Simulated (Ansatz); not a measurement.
Calculated with Ansatz (gas phase, PBE0-D4/def2-TZVP geometries, no zero-point term in ΔE). CCSD(T)/CBS adds triple-zeta CCSD(T) − MP2 to the extrapolated MP2 energy (def2 sets, frozen cores). This one scheme is used for every species. DFT in def2-TZVPP. B3LYP here is the variant with VWN-RPA as its local correlation; programs differ in this. HSE06 is defined as in plane-wave codes. One conformer a species, not always the lowest.

`BBO[SiH](C)F` → `C[Si]F` + `BBO`  (silylene formation by 1,1-elimination)

**Question.** Is it downhill or uphill in electronic energy at CCSD(T)/CBS, and by how much? (An estimate is asked.)

**Answer.** The calculation gave: Uphill: ΔE = +3.18 eV.

**Question.** What do these levels give: PBE-D4, B3LYP-D4, BHLYP-D4, ωB97X-V, B2PLYP, PBE0, HSE06, CAM-B3LYP, LC-ωPBE, MP2/def2-TZVPP, CCSD/def2-TZVPP, CCSD(T)/def2-TZVPP? (An estimate is asked.)

**Answer.** Ansatz gave: PBE-D4 2.96, B3LYP-D4 3.09, BHLYP-D4 3.33, ωB97X-V 3.24, B2PLYP 3.11, PBE0 3.09, HSE06 3.09, CAM-B3LYP 3.13, LC-ωPBE 3.25, MP2/def2-TZVPP 3.31, CCSD/def2-TZVPP 3.15, CCSD(T)/def2-TZVPP 3.14 eV.

Largest T1 diagnostic among the species: 0.014.

From PBE to PBE0 (25 % exact exchange), in def2-TZVPP and without D4, ΔE moves by +0.22 eV. The D4 term adds +0.14 eV with B3LYP and +0.08 eV with PBE0; it sums over pairs of atoms, weighted by their polarisabilities, and B3LYP, whose exchange is more repulsive, gets the larger term. Leaving LDA and LC-ωPBE aside and taking each functional with its dispersion term where it has one, the values, not all of them listed here, spread over 0.50 eV, from BLYP-D4 to r2SCAN0-D4. LDA lies +0.35 eV from PBE without D4.
